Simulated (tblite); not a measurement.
Cl3Ti, charge +1, singlet, geometry from GFN2-xTB (such geometries of metal compounds can be far from the true shape) (the multiplicity is a formal guess); tblite 0.6.0 with IPEA1-xTB.

Here is a job for tblite.
```
$ tblite run mol.xyz --method ipea1 --charge 1 --spin 0 --json tblite.json --no-restart

# file mol.xyz
4

Ti     0.10914501     0.56295754     0.36036279
Cl     1.80190768    -0.38074871    -0.50003049
Cl    -0.78707573    -1.07398983     1.36708778
Cl    -1.15607844     0.72620526    -1.33340913
```

Task: What does tblite print? Leave out banner, timings and long lists.

Result: 
```
xTB calculator
 | screened Coulomb repulsion
 | Coulomb electrostatics
 |  * isotropic Klopman-Ohno-Mataga-Nishimoto electrostatics
 |  * onsite third-order electrostatics
 | DFT-D3(BJ) dispersion correction

halogen bonding energy    0.0000000000000E+00 Eh
repulsion energy          3.5502873597686E-02 Eh
dispersion energy        -2.0864435314345E-03 Eh
number of electrons       2.4000000000000E+01 e
integral cutoff           4.0000000000000E+01 bohr

------------------------------------------------------------
  cycle        total energy    energy error   density error
------------------------------------------------------------
      1     -13.07064833375  -1.3104065E+01   7.2264469E-01
      2      23.32966152903   3.6400310E+01   2.5427836E+00
      3     -13.26170302220  -3.6591365E+01   5.2964664E-01
      4     -13.62659070871  -3.6488769E-01   3.0481526E-01
      5     -13.71019279721  -8.3602089E-02   2.4962984E-01
      6     -13.90974654623  -1.9955375E-01   7.4278736E-02
      7     -13.91854234630  -8.7958001E-03   1.7640933E-02
      8     -13.91403752477   4.5048215E-03   5.6376686E-02
      9     -13.91933878713  -5.3012624E-03   5.1260389E-03
     10     -13.91938048530  -4.1698171E-05   4.5843856E-04
     11     -13.91938081619  -3.3088775E-07   9.9961925E-06
------------------------------------------------------------

electronic energy        -1.3952797246259E+01 Eh
total energy             -1.3919380816192E+01 Eh

Post processing:
 | Mayer-Wiberg bond orders

[Info] JSON dump of results written to 'tblite.json'
```
